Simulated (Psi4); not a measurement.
hafnium atom (Hf), triplet (typed; the unrestricted solution is spin-contaminated) (core potentials on Hf); X3LYP/def2-SVP run with Psi4.

Input for Psi4:
```
memory 2 GB

molecule {
0 3
Hf    0.00000000    0.00000000    0.00000000
}

set {
  basis def2-svp
  reference uks
}

energy('x3lyp')
print_variables()
```

It wrote (shortened):

```
   => Loading Basis Set <=

    Name: DEF2-SVP
    Role: ORBITAL
    Keyword: BASIS

    !!!  WARNING: ECP capability is in beta. Please check occupations closely.  !!!

         ---------------------------------------------------------
                                   SCF
               by Justin Turney, Rob Parrish, Andy Simmonett
                          and Daniel G. A. Smith
                              UKS Reference
         ---------------------------------------------------------

  ==> Geometry <==

    Molecular point group: d2h
    Geometry (in Angstrom), charge = 0, multiplicity = 3:

       Center              X                  Y                   Z               Mass
    ------------   -----------------  -----------------  -----------------  -----------------
         HF           0.000000000000     0.000000000000     0.000000000000   179.946557000000

  Running in d2h symmetry.

  Rotational constants: A = ************  B = ************  C = ************ [cm^-1]
  Rotational constants: A = ************  B = ************  C = ************ [MHz]
  Nuclear repulsion =    0.000000000000000

  Charge       = 0
  Multiplicity = 3
  Electrons    = 12
  Nalpha       = 7
  Nbeta        = 5

  ==> Algorithm <==

  SCF Algorithm Type is DF.
  DIIS enabled.
  MOM disabled.
  Fractional occupation disabled.
  Guess Type is CORE.
  Energy threshold   = 1.00e-06
  Density threshold  = 1.00e-06
  Integral threshold = 1.00e-12

  ==> Primary Basis <==

  Basis Set: DEF2-SVP
    Blend: DEF2-SVP
    Number of shells: 12
    Number of basis functions: 32
    Number of Cartesian functions: 37
    Spherical Harmonics?: true
    Max angular momentum: 3

  Core potential: DEF2-SVP
    Number of shells: 4
    Number of ECP primitives: 10
    Number of ECP core electrons: 60
    Max angular momentum: 3

  ==> DFT Potential <==

   => LibXC <=

    Version 7.1.2
    S. Lehtola, C. Steigemann, M. J. T. Oliveira, and M. A. L. Marques,  SoftwareX 7, 1–5 (2018) (10.1016/j.softx.2017.11.002)

   => Composite Functional: X3LYP <=

    X3LYP Hyb-GGA Exchange-Correlation Functional

    X. Xu and W. A. Goddard,  Proc. Natl. Acad. Sci. U. S. A. 101, 2673 (2004) (10.1073/pnas.0308730100)

    Deriv               =              1
    GGA                 =           TRUE
    Meta                =          FALSE

    Exchange Hybrid     =           TRUE
    MP2 Hybrid          =          FALSE

   => Exchange Functionals <=

    0.0730   Slater exchange
[...]
   @S   Observed:                1.000000000E+00

    Orbital Energies [Eh]
    ---------------------

    Alpha Occupied:

[...]
       3Ag    -0.134409

    Alpha Virtual:

[...]
      10Ag   705.306051

    Beta Occupied:

[...]
    Beta Virtual:

[...]
    Final Occupation by Irrep:
             Ag   B1g   B2g   B3g    Au   B1u   B2u   B3u
    DOCC [     2,    0,    0,    0,    0,    1,    1,    1 ]
    SOCC [     1,    1,    0,    0,    0,    0,    0,    0 ]
    NA   [     3,    1,    0,    0,    0,    1,    1,    1 ]
    NB   [     2,    0,    0,    0,    0,    1,    1,    1 ]

  @DF-UKS Final Energy:   -47.82159868434707

   => Energetics <=

    Nuclear Repulsion Energy =              0.0000000000000000
    One-Electron Energy =                 -78.9685846417470145
    Two-Electron Energy =                  35.7877690335847660
    DFT Exchange-Correlation Energy =      -4.6407830761848192
    Empirical Dispersion Energy =           0.0000000000000000
    VV10 Nonlocal Energy =                  0.0000000000000000
    Total Energy =                        -47.8215986843470660

  UHF NO Occupations:
  HONO-2 :    2 Ag 1.9358020
  HONO-1 :    3 Ag 1.0000000
  HONO-0 :    1B1g 1.0000000
  LUNO+0 :    4 Ag 0.0641980
  LUNO+1 :    2B3u 0.0001002
  LUNO+2 :    2B2u 0.0001002
  LUNO+3 :    2B1u 0.0000515

Computation Completed

Properties will be evaluated at   0.000000,   0.000000,   0.000000 [a0]

Properties computed using the SCF density matrix

 Multipole Moments:

 ------------------------------------------------------------------------------------
     Multipole            Electronic (a.u.)      Nuclear  (a.u.)        Total (a.u.)
 ------------------------------------------------------------------------------------

 L = 1.  Multiply by 2.5417464519 to convert [e a0] to [Debye]
 Dipole X            :          0.0000000            0.0000000            0.0000000
 Dipole Y            :          0.0000000            0.0000000            0.0000000
 Dipole Z            :          0.0000000            0.0000000            0.0000000
 Magnitude           :                                                    0.0000000

 ------------------------------------------------------------------------------------

  Variable Map:
  ----------------------------------------------------------------------------
[...]
  Array Variable Map:
  ----------------------------------------------------------------------------
[...]
[...]
```
